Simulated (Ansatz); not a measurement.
`FC[TeH]` and `F[CH2][SnH3]` differ in one atom or group.

Ansatz, PBE0-D4/def2-TZVP geometries, multiplicity 1. 

Elements past krypton have def2 core potentials.

```csv
property,`FC[TeH]`
size of the dipole moment (ωB97M-V/def2-TZVPP) / D,1.42
LUMO energy (PBE0/def2-TZVPP) / eV,-0.87
HOMO–LUMO gap (PBE/def2-TZVPP) / eV,3.82
HOMO–LUMO gap (B3LYP/def2-TZVPP) / eV,5.21
LUMO energy (PBE/def2-TZVPP) / eV,-1.68
size of the dipole moment (PBE/def2-TZVPP) / D,1.30
```

Question: Give the same properties after the change, and the shifts. (An estimate is asked.)

Answer: The calculation gave: 
| property | `F[CH2][SnH3]` | shift |
| --- | --- | --- |
| size of the dipole moment (ωB97M-V/def2-TZVPP) / D | 1.51 | 0.09 |
| LUMO energy (PBE0/def2-TZVPP) / eV | 0.11 | 0.98 |
| HOMO–LUMO gap (PBE/def2-TZVPP) / eV | 6.09 | 2.27 |
| HOMO–LUMO gap (B3LYP/def2-TZVPP) / eV | 7.68 | 2.47 |
| LUMO energy (PBE/def2-TZVPP) / eV | -0.62 | 1.06 |
| size of the dipole moment (PBE/def2-TZVPP) / D | 1.36 | 0.06 |

With PBE0 the HOMO falls by 1.49 eV and the LUMO rises by 0.98 eV, so the gap widens by about 2.47 eV. PBE moves the HOMO by -1.21 eV and ωB97M-V by -1.58 eV. The zero-point energy changes by 33.9 kJ/mol with +6 modes. Dipoles are sizes alone; their direction can turn.

B3LYP here is the variant with VWN-RPA as its local correlation; programs differ in this.

Spin–orbit coupling is left out; it splits and shifts lone-pair levels of the heavy atoms by tenths of an eV.
